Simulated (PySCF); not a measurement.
**Correlation energy of Al²⁺ (aluminium, charge +2)**

[Ne] 3p1, 2P determinant (an excited configuration). Computed with PySCF 2.14 in dyall-acv3z, with no relativity, point nucleus. Frozen: 1s2; 9 electrons correlated; the 15 highest virtual orbitals of each spin left out.

MP2 pair energies summed by pair of shells (mhartree):

```json
{"pair": "2p-2p", "energy": "-191.85", "share (%)": "69.0"}
{"pair": "2s-2p", "energy": "-65.48", "share (%)": "23.5"}
{"pair": "2s-2s", "energy": "-10.28", "share (%)": "3.7"}
{"pair": "2p-3p", "energy": "-9.18", "share (%)": "3.3"}
{"pair": "2s-3p", "energy": "-1.37", "share (%)": "0.5"}
```

Total MP2 correlation energy: -278.16 mhartree.

Same-spin part -72.48 and opposite-spin part -205.68 mhartree; SCS-MP2 scales them by 1/3 and 6/5 to -270.98 mhartree.
